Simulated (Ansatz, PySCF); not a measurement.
TiF3, SMILES [F][Ti]([F])[F] (connectivity only; charge and spin as stated), neutral, multiplicity 2. Atoms are numbered in the order given.

```xyz
4

Ti     0.0017     0.0000     0.0000
F     -1.7592     0.0001     0.0000
F      0.8788     1.5272     0.0000
F      0.8787    -1.5272     0.0000
```
Charge 0, spin multiplicity 2.

Coordinates come from a B3LYP-D3(BJ)/def2-SVP optimisation. The multiplicity is an assumed one; other spin states were not compared. The isomer is the one that the SMILES or the coordinates give; other isomers of the formula were not compared.

Two levels are set side by side: PBE-D3(BJ)/def2-SVP (Ansatz, a first-principles code) and B3LYP-D3(BJ)/def2-SVP (PySCF). Each level has its own optimised geometry; the coordinates shown are those of the second. Frequencies come from the Hessian of PySCF at each geometry. Differences are taken from unrounded values.

```json
[
 {"quantity": "mean bond length (Å)", "B3LYP-D3(BJ)": "1.761"},
 {"quantity": "bond Ti1–F2 (Å)", "B3LYP-D3(BJ)": "1.761"},
 {"quantity": "bond Ti1–F3 (Å)", "B3LYP-D3(BJ)": "1.761"},
 {"quantity": "bond Ti1–F4 (Å)", "B3LYP-D3(BJ)": "1.761"},
 {"quantity": "highest harmonic wavenumber (cm⁻¹)", "B3LYP-D3(BJ)": "806"},
 {"quantity": "mean harmonic wavenumber (cm⁻¹)", "B3LYP-D3(BJ)": "460"},
 {"quantity": "zero-point energy (kcal/mol)", "B3LYP-D3(BJ)": "3.94"}
]
```

Task: What does PBE-D3(BJ) give, and how far is it from B3LYP-D3(BJ)? (An estimate is asked for; the answer gives what the named calculation found.)

Result: 
| quantity | PBE-D3(BJ) | PBE-D3(BJ) minus B3LYP-D3(BJ) |
|---|---|---|
| mean bond length (Å) | 1.761 | 0.000 |
| bond Ti1–F2 (Å) | 1.761 | 0.000 |
| bond Ti1–F3 (Å) | 1.761 | 0.000 |
| bond Ti1–F4 (Å) | 1.761 | 0.000 |
| highest harmonic wavenumber (cm⁻¹) | 798 | -8 |
| mean harmonic wavenumber (cm⁻¹) | 449 | -11 |
| zero-point energy (kcal/mol) | 3.85 | -0.09 |
